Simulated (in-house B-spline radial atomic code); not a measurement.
Atomic self-consistent-field run: Os IV (Os3+) (with a hole in an inner shell). Level of theory: Dirac-Kohn-Sham relativistic LDA, spherical fractional occupations, Fermi nucleus of rms radius 5.4126 fm; calculated with a B-spline radial code for spherical atoms.

In the input, a minus or plus after the letter marks the j = l - 1/2 or j = l + 1/2 subshell.

Command:
```bash
python run_scf.py task.json out
```
Settings (nuclear radius in fm, mass in u):
```
Z                76
configuration    1s2 2s1 2p6 3s2 3p6 3d10 4s2 4p6 4d-3 4d+6 4f14 5s2 5p6 5d6 6s1
hamiltonian      dirac
method           lda_x_rel,vwn
spin_polarised   False
nucleus          fermi
rms_radius       5.4126
atomic_mass      191.96148
speed_of_light   137.035999084
```

Output (hartree, bohr):
```
 radial grid: 77 intervals, B-splines of order 8, outer radius 51.8919 bohr

 iter        energy (Eh)    residual
    1      -16743.857413    9.65e-01
    2      -16744.304538    4.68e-01
    3      -16748.950340    8.71e-02
    4      -16749.050795    1.88e-02
    5      -16749.052357    1.15e-02
    6      -16749.056955    4.84e-03
    7      -16749.057272    6.64e-04
    8      -16749.057282    1.11e-04
    9      -16749.057282    2.51e-06
   10      -16749.057282    6.24e-08

 total energy                    -16749.05728
 kinetic                           18845.2187
 electron-nucleus                 -41755.8801
 Hartree                            6449.2092
 exchange-correlation               -287.6051

 first-order corrections (not in the total)
   Gaunt                            19.8815
   retardation                      -2.1329
   frequency dependence             -0.3867
   self-energy                      14.5287
   Uehling                          -2.8096
   Wichmann-Kroll                    0.1163
   recoil                            0.0289

 orbital      occ     eigenvalue          <r>       <r^2>       <1/r>       r_max    small
 1s1/2      2.000     -2704.9796     0.017808 0.000436914     90.0214     0.01108  8.20e-02
 2s1/2      1.000      -478.2579    0.0742684  0.00658341     22.0929     0.06371  1.88e-02
 2p1/2      2.000      -459.6463    0.0612408  0.00467081      22.055     0.04712  1.89e-02
 2p3/2      4.000      -403.5236    0.0693245  0.00584627     18.3427      0.0541  1.70e-02
 3s1/2      2.000      -113.7193     0.192408   0.0424689     8.16448      0.1784  6.31e-03
 3p1/2      2.000      -105.1739     0.182045   0.0386534     8.09491      0.1664  6.27e-03
 3p3/2      4.000       -92.7394      0.19691   0.0450019     7.11773      0.1806  5.71e-03
 3d3/2      4.000       -78.3582      0.17096   0.0343043     7.04571      0.1401  5.64e-03
 3d5/2      6.000       -75.5846     0.175557   0.0360457     6.81483      0.1441  5.48e-03
 4s1/2      2.000       -25.6094     0.427307      0.2063     3.46122       0.402  2.13e-03
 4p1/2      2.000       -21.9199     0.429544    0.210148     3.36118      0.3997  2.05e-03
 4p3/2      4.000       -18.9498     0.462119    0.242849     3.01976      0.4292  1.83e-03
 4d3/2      3.000       -12.8128     0.469985    0.255538     2.83179      0.4207  1.65e-03
 4d5/2      6.000       -12.2415      0.48083    0.267262     2.75055        0.43  1.59e-03
 4f5/2      6.000        -4.1895     0.516404    0.323524     2.38157      0.3878  1.24e-03
 4f7/2      8.000        -4.0691     0.523262    0.332236     2.34945      0.3924  1.21e-03
 5s1/2      2.000        -4.9887     0.970109     1.05528     1.40947      0.8904  5.39e-04
 5p1/2      2.000        -3.7788      1.04396     1.22963     1.29365      0.9393  4.64e-04
 5p3/2      4.000        -3.2614      1.13195     1.44577     1.17157       1.014  4.01e-04
 5d3/2      2.400        -1.5814      1.44183     2.39567    0.903563       1.206  2.47e-04
 5d5/2      3.600        -1.5204       1.4821     2.53116    0.876127       1.238  2.34e-04
 6s1/2      1.000        -1.2313      2.32941     6.04566    0.551773       2.121  1.05e-04
```

Time taken, with all properties: 1.7 s on 1 thread of Arm Neoverse N1, on a shared host.

For the Dirac Hamiltonian the kinetic term is c α·p + (β - 1)c².
